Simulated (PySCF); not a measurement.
C4H7O2, SMILES O1[CH]COCC1, multiplicity 2. Geometry: PBE-D3(BJ)/def2-SVP. The isomer is the one that the SMILES or the coordinates give; other isomers of the formula were not compared. Other conformers were not sampled.

These are PBE-D3(BJ)/def2-SVP (PySCF 2.14.0) values and carry that method's errors.

Harmonic wavenumbers (cm⁻¹): 214, 249, 386, 440, 481, 530, 728, 846, 868, 896, 937, 1020, 1042, 1085, 1123, 1186, 1226, 1249, 1269, 1294, 1332, 1356, 1376, 1391, 1411, 1416, 2754, 2886, 2950, 3024, 3035, 3049, 3118. Rotational constants (GHz): 5.284, 4.740, 2.739; symmetry number 1.

Problem. Work out the zero-point energy and the ideal-gas rigid-rotor harmonic-oscillator thermochemistry at 298.15 K and 1 atm.

Solution. ZPE = ½ Σ hcν = ½ × 46168 cm⁻¹ = 276.14 kJ/mol. H − E(el) = 292.96 kJ/mol. Entropy in J/(mol K): translation 164.46, rotation 108.59, vibration 34.86, spin 5.76, total 313.67. G − E(el) = 199.44 kJ/mol. Cp = 94.42 J/(mol K).
